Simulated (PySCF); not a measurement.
A run for PySCF: R-BP86/LANL2DZ on AsN, 2S+1 = 1, a spin state set in the input, which need not be the lowest, a point of a bond scan (R = 1.700 Å).

```python
from pyscf import gto, scf, dft, mp
from pyscf.data.elements import chemcore

mol = gto.M(
    atom='''
    N     0.00000000    0.00000000    0.00000000
    As    0.00000000    0.00000000    1.69956600
    ''',
    basis='lanl2dz',
    ecp={'As': 'lanl2dz'},
    charge=0, spin=0, verbose=3, max_memory=1800)
mf = dft.RKS(mol, xc='b88,p86')
mf.conv_tol = 1e-8
mf.max_cycle = 100
mf.kernel()
if not mf.converged:
    mf = mf.newton().run(mf.mo_coeff, mf.mo_occ)
```

Program output:

```
converged SCF energy = -60.8350363211588
```

The calculation finished and met its thresholds.

Cost: around 0.3 core-seconds (rough).
